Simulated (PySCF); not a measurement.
H₆SeSi₂. Atoms are numbered in the order given.

```xyz
9

Se     0.0000     0.0000     0.7985
Si    -1.6892     0.0000    -0.7422
H     -2.9599     0.0000     0.0366
H     -1.6196    -1.2136    -1.6097
H     -1.6196     1.2136    -1.6097
Si     1.6892     0.0000    -0.7422
H      1.6196     1.2136    -1.6097
H      1.6196    -1.2136    -1.6097
H      2.9599     0.0000     0.0366
```
Charge 0, spin multiplicity 1.

The structure is a stationary point at PBE0-D3(BJ)/def2-SVP.

Level of theory: PBE0/pcSseg-1 in PySCF.

GIAO shieldings, no solvent; atoms alike by connectivity are averaged. δ = σ(ref) − σ: ⁷⁷Se against Me2Se (σ = 1740.1 ppm); ²⁹Si against TMS (σ = 352.7 ppm); ¹H against TMS (σ = 31.56 ppm), references at their B3LYP-D3(BJ)/def2-TZVP geometries, non-relativistic.

Computed chemical shifts:
```json
[
 {"nucleus": "⁷⁷Se", "atoms": "Se1", "count": "1", "δ (ppm)": "-710.3"},
 {"nucleus": "²⁹Si", "atoms": "Si2, Si6", "count": "2", "δ (ppm)": "-50.9"},
 {"nucleus": "¹H", "atoms": "H3, H4, H5, H7, H8, H9", "count": "6", "δ (ppm)": "4.94"}
]
```
